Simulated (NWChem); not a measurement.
Molecule: CH₄ClFOSi; SMILES O[Si@@H](Cl)CF

```xyz
9

O     -1.8439     0.2550    -0.0369
Si    -0.2948     0.0202     0.4810
Cl     0.4660    -1.8135    -0.1696
C      0.9286     1.3145    -0.1734
F      0.5133     2.5747     0.2734
H     -2.0101     0.3251    -0.9876
H     -0.3696     0.0145     1.9523
H      1.9434     1.1230     0.2007
H      0.9803     1.3264    -1.2708
```
Atoms are numbered in this order, from 1.

Level: B3LYP/6-31G* (spherical d) (NWChem), optimised geometry, unscaled harmonic frequencies. B3LYP is NWChem's, with the RPA form of VWN correlation.

### Question
List the harmonic frequencies with IR intensities, and the thermochemistry.

### Answer
```
frequency (cm⁻¹)  IR intensity (km/mol)
----------------  ---------------------
72                                  8.7
125                                 7.2
187                                28.6
257                                45.2
271                                19.1
324                                68.3
530                               121.4
681                                 2.6
724                                96.1
802                               107.9
851                               135.0
903                               194.4
948                                69.0
1054                               76.4
1235                                3.4
1341                                1.1
1501                                3.6
2334                              107.8
3034                               17.2
3081                               22.5
3802                               83.7
```

| Item | Result |
|---|---|
| zero-point energy | 34.4 kcal/mol |
| thermal correction to the enthalpy at 298.15 K (with zero-point energy) | 39.3 kcal/mol |
| heat capacity Cv | 22.5 cal/(mol K) |
| entropy at 298.15 K and 1 atm (symmetry number 1) | 83.6 cal/(mol K) |
| dipole moment | 1.65 D |

Rigid rotor and harmonic oscillator; modes under 100 cm⁻¹ make the entropy uncertain.
